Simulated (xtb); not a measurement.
C5H9O, charge +1, singlet, geometry from GFN2-xTB; GFN1-xTB (xtb 6.7.1).

Input for xtb:
```
$ xtb mol.xyz --gfn 1 --chrg 1 --opt --json

# file mol.xyz
15

O      1.98331428    -0.63990152    -0.02728142
C      0.78245456    -0.23407416    -0.00464625
C      0.31689025     1.12909171     0.26854165
C     -1.16730756     1.11833699    -0.12427967
C     -1.58915877    -0.33179118     0.12646995
C     -0.34204424    -1.13686668    -0.25687164
H      2.68935033     0.01943392     0.12315407
H      0.41019061     1.29208358     1.35221572
H      0.91336981     1.90936287    -0.20995171
H     -1.75480918     1.82761363     0.45161533
H     -1.27179405     1.36978737    -1.17969754
H     -1.82052009    -0.48585570     1.18041121
H     -2.46133190    -0.61574005    -0.45514328
H     -0.34313553    -1.35910584    -1.33335732
H     -0.23283981    -2.10654762     0.23372077
```

Task: Write the output that xtb gives for this input, abridged.

Result: 
```
   ID    Z sym.   atoms
    1    8 O      1
    2    6 C      2-6
    3    1 H      7-15

           -------------------------------------------------
          |                Calculation Setup                |
           -------------------------------------------------

           -------------------------------------------------
          |                 G F N 1 - x T B                 |
           -------------------------------------------------

          ...................................................
          :                      SETUP                      :
          :.................................................:
          :  # basis functions                  42          :
          :  # atomic orbitals                  42          :
          :  # shells                           30          :
          :  # electrons                        34          :
          :  # halogen bonds                     0          :
          :  max. iterations                   250          :
          :  Hamiltonian                  GFN1-xTB          :
          :  restarted?                      false          :
          :  GBSA solvation                  false          :
          :  PC potential                    false          :
          :  electronic temp.          300.0000000     K    :
          :  accuracy                    1.0000000          :
          :  -> integral cutoff          0.2500000E+02      :
          :  -> integral neglect         0.1000000E-07      :
          :  -> SCF convergence          0.1000000E-05 Eh   :
          :  -> wf. convergence          0.2000000E-04 e    :
          :  Broyden damping             0.4000000          :
          :  net charge                          1          :
          :  unpaired electrons                  0          :
          ...................................................

 iter      E             dE          RMSdq      gap      omega  full diag
   1    -19.7933519 -0.197934E+02  0.802E+00    5.61       0.0  T
   2    -19.8900266 -0.966746E-01  0.475E+00    3.38       1.0  T
   3    -19.8893315  0.695100E-03  0.123E+00    3.39       1.0  T
   4    -19.8935034 -0.417195E-02  0.125E-01    3.08       1.0  T
   5    -19.8936604 -0.157021E-03  0.335E-02    3.22       1.0  T
   6    -19.8936681 -0.764399E-05  0.157E-02    3.19       1.6  T
   7    -19.8936732 -0.515098E-05  0.396E-03    3.20       6.5  T
   8    -19.8936735 -0.289992E-06  0.216E-04    3.21     119.7  T
   9    -19.8936735  0.941540E-10  0.132E-04    3.21     195.4  T
  10    -19.8936735 -0.258133E-09  0.185E-05    3.21    1396.7  T

   *** convergence criteria satisfied after 10 iterations ***

         :::::::::::::::::::::::::::::::::::::::::::::::::::::
         ::                     SUMMARY                     ::
         :::::::::::::::::::::::::::::::::::::::::::::::::::::
         :: total energy             -19.652249916923 Eh    ::
         :: gradient norm              0.012170224650 Eh/a0 ::
         :: HOMO-LUMO gap              3.206442201123 eV    ::
         ::.................................................::
         :: SCC energy               -19.893673516033 Eh    ::
         :: -> electrostatic           0.136403064176 Eh    ::
         :: repulsion energy           0.246752096453 Eh    ::
         :: dispersion energy         -0.005328497344 Eh    ::
         :: halogen bond corr.         0.000000000000 Eh    ::
         :: add. restraining           0.000000000000 Eh    ::
         :: total charge               1.000000000000 e     ::
         :::::::::::::::::::::::::::::::::::::::::::::::::::::

      -----------------------------------------------------------
     |                   =====================                   |
     |                        A N C O P T                        |
     |                   =====================                   |
     |               Approximate Normal Coordinate               |
     |                Rational Function Optimizer                |
      -----------------------------------------------------------
      -----------------------------------------------------------
     |                   =====================                   |
     |                        A N C O P T                        |
     |                   =====================                   |
     |               Approximate Normal Coordinate               |
     |                Rational Function Optimizer                |
      -----------------------------------------------------------

          ...................................................
          :                      SETUP                      :
          :.................................................:
          :   optimization level            normal          :
          :   max. optcycles                   200          :
          :   ANC micro-cycles                  20          :
          :   degrees of freedom                39          :
          :.................................................:
          :   RF solver                   davidson          :
          :   write xtbopt.log                true          :
          :   linear?                        false          :
          :   energy convergence         0.5000000E-05 Eh   :
          :   grad. convergence          0.1000000E-02 Eh/α :
          :   maxmium RF displ.          1.0000000          :
          :   Hlow (freq-cutoff)         0.1000000E-01      :
          :   Hmax (freq-cutoff)         5.0000000          :
          :   S6 in model hess.         20.0000000          :
          ...................................................

generating ANC from exact Hessian ...
Using Lindh-Hessian (1995)
 Shifting diagonal of input Hessian by    1.5485633687520803E-003
 Lowest  eigenvalues of input Hessian
    0.000000    0.000000    0.000000    0.000000    0.000000    0.000000
    0.010000    0.013381    0.023316    0.037504    0.039065    0.047769
[...]
 * total energy  :   -19.6522499 Eh     change       -0.1630696E-11 Eh
 * total energy  :   -19.6525680 Eh     change       -0.3180818E-03 Eh
 * total energy  :   -19.6526800 Eh     change       -0.1120294E-03 Eh
 * total energy  :   -19.6527372 Eh     change       -0.5720047E-04 Eh
 * total energy  :   -19.6527823 Eh     change       -0.4506985E-04 Eh
 * total energy  :   -19.6528192 Eh     change       -0.3688440E-04 Eh
 * total energy  :   -19.6528308 Eh     change       -0.1165331E-04 Eh
 * total energy  :   -19.6528365 Eh     change       -0.5665386E-05 Eh
 * total energy  :   -19.6528389 Eh     change       -0.2413594E-05 Eh
   *** GEOMETRY OPTIMIZATION CONVERGED AFTER 9 ITERATIONS ***
[...]
         :: total energy             -19.652838915099 Eh    ::
         :: gradient norm              0.000288450240 Eh/a0 ::
         :: HOMO-LUMO gap              3.145104967468 eV    ::
         ::.................................................::
         :: SCC energy               -19.891067404222 Eh    ::
         :: -> electrostatic           0.136162030674 Eh    ::
         :: repulsion energy           0.243541922183 Eh    ::
         :: dispersion energy         -0.005313433060 Eh    ::
         :: halogen bond corr.         0.000000000000 Eh    ::
         :: add. restraining           0.000000000000 Eh    ::
         :: total charge               1.000000000000 e     ::
         :::::::::::::::::::::::::::::::::::::::::::::::::::::

           -------------------------------------------------
          |                Property Printout                |
           -------------------------------------------------

    * Orbital Energies and Occupations

         #    Occupation            Energy/Eh            Energy/eV
      -------------------------------------------------------------
         1        2.0000           -1.0731982             -29.2032
       ...           ...                  ...                  ...
         5        2.0000           -0.8544786             -23.2515
         6        2.0000           -0.8383477             -22.8126
         7        2.0000           -0.8233316             -22.4040
         8        2.0000           -0.7954048             -21.6441
         9        2.0000           -0.7884241             -21.4541
        10        2.0000           -0.7635624             -20.7776
        11        2.0000           -0.7391216             -20.1125
        12        2.0000           -0.7205739             -19.6078
        13        2.0000           -0.7119814             -19.3740
        14        2.0000           -0.7019911             -19.1021
        15        2.0000           -0.6806632             -18.5218
        16        2.0000           -0.6787265             -18.4691
        17        2.0000           -0.6558560             -17.8467 (HOMO)
        18                         -0.5402755             -14.7016 (LUMO)
        19                         -0.3554893              -9.6734
        20                         -0.3126592              -8.5079
        21                         -0.3047493              -8.2927
        22                         -0.2849093              -7.7528
        23                         -0.2805466              -7.6341
        24                         -0.2666075              -7.2548
        25                         -0.2620216              -7.1300
        26                         -0.2322465              -6.3197
        27                         -0.2126115              -5.7855
        28                         -0.1683620              -4.5814
       ...                                ...                  ...
        42                          0.2928367               7.9685
      -------------------------------------------------------------
                  HL-Gap            0.1155805 Eh            3.1451 eV
             Fermi-level           -0.5980657 Eh          -16.2742 eV

  Mulliken/CM5 charges         n(s)   n(p)   n(d)
     1O    -0.37562 -0.57946   1.668  4.707  0.000
     2C     0.42012  0.42914   1.098  2.482  0.000
     3C    -0.08843 -0.18973   1.049  3.039  0.000
     4C    -0.04854 -0.15680   1.040  3.008  0.000
     5C    -0.05437 -0.16256   1.040  3.014  0.000
     6C    -0.06686 -0.16697   1.044  3.022  0.000
     7H     0.43524  0.60206   0.565  0.000  0.000
     8H     0.12188  0.17851   0.878  0.000  0.000
     9H     0.10536  0.16147   0.895  0.000  0.000
    10H     0.08148  0.13600   0.919  0.000  0.000
    11H     0.06841  0.12363   0.932  0.000  0.000
    12H     0.06885  0.12407   0.931  0.000  0.000
    13H     0.08178  0.13633   0.918  0.000  0.000
    14H     0.12977  0.18675   0.870  0.000  0.000
    15H     0.12094  0.17757   0.879  0.000  0.000

Wiberg/Mayer (AO) data.
largest (>0.10) Wiberg bond orders for each atom

 ---------------------------------------------------------------------------
     #   Z sym  total        # sym  WBO       # sym  WBO       # sym  WBO
 ---------------------------------------------------------------------------
     1   8 O    2.312 --     2 C    1.386     7 H    0.788
     2   6 C    3.714 --     1 O    1.386     6 C    1.082     3 C    1.074
     3   6 C    3.979 --     2 C    1.074     4 C    0.992     9 H    0.936
                             8 H    0.899
     4   6 C    3.982 --     5 C    1.007     3 C    0.992    11 H    0.977
                            10 H    0.975
     5   6 C    3.984 --     4 C    1.007     6 C    0.998    12 H    0.977
                            13 H    0.975
     6   6 C    3.975 --     2 C    1.082     5 C    0.998    15 H    0.927
                            14 H    0.893
     7   1 H    0.818 --     1 O    0.788
     8   1 H    0.987 --     3 C    0.899
     9   1 H    0.990 --     3 C    0.936
    10   1 H    0.995 --     4 C    0.975
    11   1 H    0.997 --     4 C    0.977
    12   1 H    0.997 --     5 C    0.977
    13   1 H    0.996 --     5 C    0.975
    14   1 H    0.985 --     6 C    0.893
    15   1 H    0.986 --     6 C    0.927
 ---------------------------------------------------------------------------

Topologies differ in total number of bonds
Writing topology from bond orders to xtbtopo.mol

 dipole moment from electron density (au)
     X       Y       Z
   1.2702   0.4486   0.1431  total (Debye):    3.443

optimized geometry written to: xtbopt.xyz

           -------------------------------------------------
          | TOTAL ENERGY              -19.652838915099 Eh   |
          | GRADIENT NORM               0.000288450240 Eh/α |
          | HOMO-LUMO GAP               3.145104967468 eV   |
           -------------------------------------------------

normal termination of xtb
```
